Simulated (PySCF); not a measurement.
Record of a relaxation.

Species: C4H10OSi.
Bonds: C1–C2 (double), C2–C3, C3–Si4, Si4–O5, O5–C6. Hydrogens: H7, H8 on C1; H9 on C2; H10, H11 on C3; H12, H13 on Si4; H14, H15, H16 on C6.

Method: PBE0-D3(BJ)/def2-SVP geometry optimisation, gas phase (PySCF 2.14.0); density fitting, grid level 1; the optimiser is geomeTRIC in internal coordinates, started from a GFN2-xTB structure with every atom displaced at random (about 0.01 Å). The frame can shift and turn from step to step; on so coarse a grid that alone can change the energy by a few meV, and forces under 0.02 eV/Å are noise.

Step 0: E = -14217.9302 eV, largest atomic force 3.384 eV/Å
```
atom  x, y, z in Å  |  force x, y, z in eV/Å
C1     -2.805    0.432    0.702   -2.780   1.905  -0.314
C2     -1.647    0.036    1.107    2.635  -0.718   1.057
C3     -0.927   -1.120    0.528    1.647   0.441   0.294
Si4     0.583   -0.554   -0.553   -2.898  -0.930  -0.332
O5      1.503    0.223    0.488    1.460   1.268   1.607
C6      2.717    0.870    0.242   -0.454  -0.255   0.848
H7     -3.349   -0.050   -0.090   -0.289  -0.435  -0.534
H8     -3.298    1.320    1.126    0.100  -0.177   0.003
H9     -1.126    0.572    1.920   -0.118  -0.075  -0.223
H10    -1.577   -1.724   -0.066   -0.764  -0.710  -0.730
H11    -0.542   -1.751    1.353    0.146  -0.036  -0.232
H12     1.254   -1.706   -1.132    0.475  -0.669  -0.409
H13     0.080    0.336   -1.645    0.071   0.033  -0.097
H14     3.433    0.163   -0.157    0.721  -0.375  -0.242
H15     2.587    1.671   -0.469    0.011   0.742  -0.526
H16     3.096    1.280    1.194    0.037  -0.010  -0.170
```

Step 1: E = -14218.2246 eV, largest atomic force 0.572 eV/Å
```
atom  x, y, z in Å  |  force x, y, z in eV/Å
C1     -2.930    0.441    0.612    0.359  -0.268   0.035
C2     -1.725    0.020    1.023   -0.315   0.154  -0.082
C3     -0.959   -1.127    0.453    0.032  -0.009  -0.051
Si4     0.600   -0.559   -0.456    0.191   0.041   0.140
O5      1.575    0.260    0.640   -0.466  -0.324  -0.074
C6      2.785    0.880    0.337    0.079   0.055  -0.212
H7     -3.470   -0.069   -0.192   -0.009   0.014   0.005
H8     -3.414    1.299    1.076   -0.066   0.127   0.038
H9     -1.227    0.571    1.828    0.038   0.019   0.047
H10    -1.598   -1.731   -0.222    0.230   0.143  -0.002
H11    -0.624   -1.804    1.258    0.041  -0.016   0.036
H12     1.348   -1.736   -1.021   -0.061   0.050   0.057
H13     0.252    0.357   -1.583   -0.046   0.034  -0.069
H14     3.532    0.168   -0.068   -0.041   0.053   0.034
H15     2.661    1.697   -0.405    0.023  -0.080   0.076
H16     3.201    1.320    1.256    0.011   0.009   0.023
```

Step 2: E = -14218.2402 eV, largest atomic force 0.177 eV/Å
```
atom  x, y, z in Å  |  force x, y, z in eV/Å
C1     -2.903    0.439    0.612    0.031   0.054   0.068
C2     -1.702    0.032    1.031   -0.096  -0.028  -0.087
C3     -0.941   -1.118    0.455    0.009  -0.032   0.133
Si4     0.590   -0.562   -0.471    0.103   0.070   0.029
O5      1.544    0.243    0.640   -0.131  -0.105  -0.056
C6      2.755    0.871    0.345    0.064   0.048  -0.036
H7     -3.440   -0.080   -0.189    0.003   0.004   0.004
H8     -3.392    1.309    1.060   -0.016  -0.005  -0.012
H9     -1.201    0.588    1.833    0.007  -0.025  -0.023
H10    -1.568   -1.716   -0.228    0.009   0.033  -0.014
H11    -0.597   -1.797    1.256    0.016   0.002  -0.020
H12     1.328   -1.742   -1.030    0.003   0.010  -0.003
H13     0.229    0.355   -1.600    0.013  -0.011  -0.005
H14     3.507    0.166   -0.058   -0.009  -0.002   0.011
H15     2.633    1.690   -0.390   -0.007  -0.012   0.013
H16     3.164    1.307    1.269    0.002   0.000  -0.003
```

Step 3: E = -14218.2387 eV, largest atomic force 0.229 eV/Å
```
atom  x, y, z in Å  |  force x, y, z in eV/Å
C1     -2.903    0.459    0.623   -0.012  -0.093  -0.102
C2     -1.705    0.021    1.014    0.133   0.080   0.169
C3     -0.935   -1.129    0.449   -0.148   0.008  -0.010
Si4     0.597   -0.573   -0.477    0.009   0.054   0.004
O5      1.532    0.239    0.638    0.020  -0.005  -0.014
C6      2.741    0.876    0.348    0.023   0.021   0.015
H7     -3.463   -0.042   -0.174   -0.027   0.007  -0.012
H8     -3.369    1.334    1.086    0.027  -0.037  -0.008
H9     -1.191    0.569    1.813    0.021   0.008   0.018
H10    -1.552   -1.729   -0.239   -0.035  -0.031  -0.031
H11    -0.588   -1.803    1.253   -0.015   0.022  -0.012
H12     1.344   -1.753   -1.023    0.006  -0.010  -0.009
H13     0.240    0.333   -1.616    0.014  -0.015   0.004
H14     3.501    0.175   -0.044    0.002  -0.012   0.001
H15     2.618    1.689   -0.391   -0.010   0.007  -0.008
H16     3.141    1.321    1.273   -0.006  -0.004  -0.004
```

Step 4: E = -14218.2416 eV, largest atomic force 0.035 eV/Å
```
atom  x, y, z in Å  |  force x, y, z in eV/Å
C1     -2.903    0.449    0.618   -0.005  -0.004  -0.013
C2     -1.703    0.027    1.025    0.024   0.005   0.024
C3     -0.940   -1.122    0.454   -0.025  -0.005   0.002
Si4     0.594   -0.567   -0.474    0.004   0.026   0.022
O5      1.538    0.239    0.639    0.004  -0.012  -0.009
C6      2.748    0.873    0.346    0.013   0.015   0.000
H7     -3.450   -0.061   -0.182    0.000  -0.001  -0.001
H8     -3.382    1.320    1.072    0.000  -0.005   0.000
H9     -1.195    0.578    1.827    0.003   0.001   0.000
H10    -1.562   -1.718   -0.235   -0.013  -0.003  -0.009
H11    -0.594   -1.801    1.254    0.001   0.002  -0.006
H12     1.336   -1.747   -1.027    0.001  -0.005  -0.006
H13     0.239    0.345   -1.609    0.005  -0.008  -0.004
H14     3.504    0.169   -0.051   -0.002  -0.005   0.002
H15     2.624    1.688   -0.391   -0.004   0.000  -0.002
H16     3.153    1.314    1.270   -0.005  -0.002   0.000
```

Step 5: E = -14218.2417 eV, largest atomic force under 0.02 eV/Å
```
atom  x, y, z in Å  |  force x, y, z in eV/Å
C1     -2.901    0.449    0.618    0.001  -0.003  -0.002
C2     -1.703    0.028    1.028    0.003   0.001   0.005
C3     -0.942   -1.121    0.454    0.001  -0.002  -0.001
Si4     0.594   -0.567   -0.473    0.000   0.012   0.012
O5      1.540    0.238    0.639   -0.001  -0.013  -0.004
C6      2.750    0.873    0.345    0.003   0.009  -0.002
H7     -3.445   -0.062   -0.184   -0.006   0.004   0.000
H8     -3.384    1.319    1.071    0.001  -0.001  -0.001
H9     -1.195    0.577    1.831    0.001   0.000   0.000
H10    -1.566   -1.714   -0.236   -0.002   0.004  -0.002
H11    -0.597   -1.803    1.252    0.000  -0.003  -0.003
H12     1.334   -1.747   -1.028   -0.001  -0.002   0.000
H13     0.241    0.345   -1.608    0.002  -0.003  -0.004
H14     3.505    0.169   -0.051   -0.001  -0.001   0.002
H15     2.623    1.687   -0.392    0.000  -0.002  -0.001
H16     3.153    1.315    1.269   -0.001   0.000   0.000
```

Problem. Summarise the path.

Solution. The energy falls by 0.3115 eV from step 0 to step 5; nine tenths of that is first reached at step 1. It rises by more than 0.2 meV at step 3. The largest force goes from 3.384 to under 0.02 eV/Å. Among the bonds Si4–O5 changes most, from 1.591 to 1.667 Å; the atoms move by 0.080 Å rms after alignment.

Problem. Follow the three bonds and two angles with the largest change from start to end.

Solution. 
```
step  E above end (eV)  largest force (eV/Å)  Si4–O5 (Å)  C3–Si4 (Å)  Si4–H12 (Å)  Si4–O5–C6 (°)  C3–Si4–O5 (°)
   0            0.3115                 3.384       1.591       1.941        1.453          127.8          103.2
   1            0.0171                 0.572       1.680       1.892        1.505          125.4          108.1
   2            0.0015                 0.177       1.671       1.874        1.500          124.8          106.3
   3            0.0031                 0.229       1.666       1.875        1.499          124.7          105.8
   4            0.0001                 0.035       1.667       1.877        1.499          124.7          106.0
   5            0.0000            under 0.02       1.667       1.878        1.500          124.7          106.1
```

Hardware: one thread of an Arm Neoverse V2, no GPU, on a shared host.
